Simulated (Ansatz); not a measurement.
This geometry of CH5FGeSSi (10 atoms, charge 0, multiplicity 1) is a first-order saddle point.

Method: Ansatz 0.2.0, RKS PBE-D4/def2-SVP.

```xyz
10
Properties=species:S:1:pos:R:3
F -0.886 0.463 2.741
Ge -0.892 -0.508 1.262
C 0.910 -0.394 0.416
Si 0.330 0.260 -1.271
S -1.540 1.159 -0.622
H -2.117 -0.461 0.197
H 1.440 0.397 0.986
H 1.487 -1.338 0.453
H 0.124 -0.893 -2.216
H 1.226 1.264 -1.944
```

(1) Which two structures does it join? (They come from a converged band through this point; their orientation in space is the band's.)

(2) How far does it lie above each of them?

Answers

(1) Bonds broken: Ge2–H6. Bonds formed: S5–H6.

Image 0:

```xyz
10
Properties=species:S:1:pos:R:3
F -0.965 1.018 2.345
Ge -1.039 -0.102 0.983
C 0.777 -0.506 0.336
Si 0.472 0.373 -1.331
S -1.591 0.972 -0.917
H -2.034 -1.204 1.429
H 1.537 -0.015 0.976
H 1.000 -1.589 0.267
H 0.554 -0.552 -2.514
H 1.372 1.553 -1.572
```

Image 10:

```xyz
10
Properties=species:S:1:pos:R:3
F -0.147 1.733 1.813
Ge -0.626 0.000 1.912
C 0.871 -0.576 0.580
Si 0.256 0.219 -0.979
S -1.950 0.330 -0.575
H -2.147 -1.012 -0.732
H 1.848 -0.181 0.929
H 0.924 -1.683 0.500
H 0.413 -0.533 -2.274
H 0.641 1.652 -1.170
```

(2) 166.2 kJ/mol above the first and 102.1 kJ/mol above the second. This is the barrier of this one path; another mechanism may lie lower. The orbitals stay closed-shell, which can raise the energy where a bond breaks towards radicals; this wasn't checked here.

Time of the run: 5.7 min on 2 threads of AMD EPYC 7B13 (Zen 3), with other jobs on the host, peak memory 0.2 GiB.
